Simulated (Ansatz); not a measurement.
Task: Predict a relaxed structure of [GaBrH3]- (GaH3Br⁻), charge -1, singlet, at r2SCAN-D4/def2-TZVPD (Ansatz).

Result: 
```
atom   x (Å)   y (Å)   z (Å)
 Ga1  -0.153  -0.012   0.202
 Br2   1.342   0.109  -1.775
  H3   0.832   0.011   1.456
  H4  -0.942  -1.387   0.029
  H5  -1.080   1.280   0.088
```
Point group C3v (tolerance 0.1 Å). This is one stationary point.
